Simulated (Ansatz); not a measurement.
CH$_{4}$Cl$_{2}$NTa (`[CH3][Ta](=[NH])([Cl])[Cl]`). Total charge 0; spin multiplicity 1. Ta takes the def2 core potential.

```json
{"atom": "C1", "x (Å)": "-1.2631", "y (Å)": "0.4648", "z (Å)": "0.1686"}
{"atom": "Ta2", "x (Å)": "0.8015", "y (Å)": "0.1210", "z (Å)": "-0.2643"}
{"atom": "N3", "x (Å)": "1.0323", "y (Å)": "-1.5219", "z (Å)": "0.2947"}
{"atom": "Cl4", "x (Å)": "1.0650", "y (Å)": "0.2371", "z (Å)": "-2.5489"}
{"atom": "Cl5", "x (Å)": "2.0369", "y (Å)": "1.5854", "z (Å)": "1.0130"}
{"atom": "H6", "x (Å)": "-1.4596", "y (Å)": "0.3489", "z (Å)": "1.2388"}
{"atom": "H7", "x (Å)": "-1.8946", "y (Å)": "-0.2530", "z (Å)": "-0.3637"}
{"atom": "H8", "x (Å)": "-1.5436", "y (Å)": "1.4800", "z (Å)": "-0.1365"}
{"atom": "H9", "x (Å)": "1.2251", "y (Å)": "-2.4623", "z (Å)": "0.5982"}
```

**Question.** What are the harmonic wavenumbers in cm⁻¹ at PBE0-D4/def2-TZVP (Ansatz, finite differences of forces, unscaled)? (Estimate.)

**Answer.** The calculation gave: 94, 125, 125, 143, 201, 217, 385, 398, 536, 540, 551, 577, 661, 1015, 1198, 1408, 1415, 3024, 3114, 3124, 3677.

**Question.** Is this a minimum?

**Answer.** Yes, all 21 modes are real.

**Question.** Give the ideal-gas thermochemistry at 298.15 K and 1 bar (rigid rotor, harmonic oscillator; point group Cs, symmetry number 1).

**Answer.** Zero-point energy 134.7 kJ/mol; H(298) − E = 159.0 kJ/mol; entropy 388.2 J/(mol·K), of which translation 179.2, rotation 120.4, vibration 88.6; G(298) − E = 43.2 kJ/mol. Modes under 100 cm⁻¹ are hindered rotations or soft bends, so the harmonic entropy is rough.

**Question.** And at 400, 500, 600, 800 and 1000 K?

**Answer.** 
```tsv
T (K)	H − E (kJ/mol)	S (J/mol/K)	G − E (kJ/mol)
400	171.9	425.4	1.7
500	185.8	456.3	-42.4
600	200.5	483.1	-89.4
800	231.9	528.2	-190.7
1000	265.3	565.4	-300.1
```
